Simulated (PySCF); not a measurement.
Input of a run (PBE0-D3(BJ)/def2-SVP geometry optimisation, gas phase (PySCF 2.14.0)), started from GFN2-xTB:
```
{"job": {"xc": "PBE0", "basis": "def2-SVP", "d3": "d3bj", "grid": 2, "kind": "geom"}, "charge": 0, "multiplicity": 1}
S     -2.870743    -0.340882    -0.150028
C     -1.115447    -0.168340    -0.063361
C     -0.509854     1.072812     0.085665
C      0.867675     1.165826     0.150444
C      1.637836     0.016925     0.064452
Cl     3.360255     0.135748     0.144964
C      1.041191    -1.226175    -0.084340
C     -0.335054    -1.316436    -0.147166
H     -3.147903     0.956301    -0.027654
H     -1.109925     1.968753     0.152167
H      1.341555     2.127343     0.268510
H      1.649082    -2.114316    -0.150161
H     -0.813055    -2.277075    -0.261221
```

Output (energies in Eh, forces in Eh/bohr):
```
step   0  E = -1089.05272069  max force = 0.013508
step   1  E = -1089.05392727  max force = 0.002781
step   2  E = -1089.05395469  max force = 0.001189
step   3  E = -1089.05396407  max force = 0.000763
step   4  E = -1089.05396835  max force = 0.000272
optimisation converged
```

Q: Summarise the run.

A: The energy falls by 3.3 kJ/mol over 5 energy and gradient evaluations, the largest force component goes from 0.0135 to 2.7e-04 Eh/bohr, and the atoms move by 0.022 Å rms after alignment. The bond that changes most is S1–H9 (thiol sulfur to S–H hydrogen), which lengthens by 0.017 Å. Bonds longer at the end by more than 0.005 Å: 11 of 13; shorter: 0. The energy never rose by more than 1e-6 Eh on the way. The first step brought 97 % of the lowering.

Q: What are the final bond lengths?

A: S1–C2 1.765 Å, C2–C3 1.400 Å, C3–C4 1.391 Å, C4–C5 1.393 Å, C5–Cl6 1.732 Å, C5–C7 1.394 Å, C7–C8 1.390 Å, C2–C8 1.401 Å, S1–H9 1.349 Å, C3–H10 1.093 Å, C4–H11 1.091 Å, C7–H12 1.091 Å, C8–H13 1.093 Å. Numbering counts from 1 in the input's order; the species is `Sc1ccc(Cl)cc1` (4-chlorothiophenol).

The run used 145 basis functions and 38 SCF cycles in all. Hardware: one thread of an Arm Neoverse V1, shared host with 32 logical CPUs at a one-minute load of 18. Cost: 48 s of wall time, 0.71 GiB resident at most.

No frequency check. The numbers are those of one conformer.

The values belong to the conformer `[SH:1][c:2]1[cH:3][cH:4][c:5]([Cl:6])[cH:7][cH:8]1`: H–S1–C2–C3 0°.
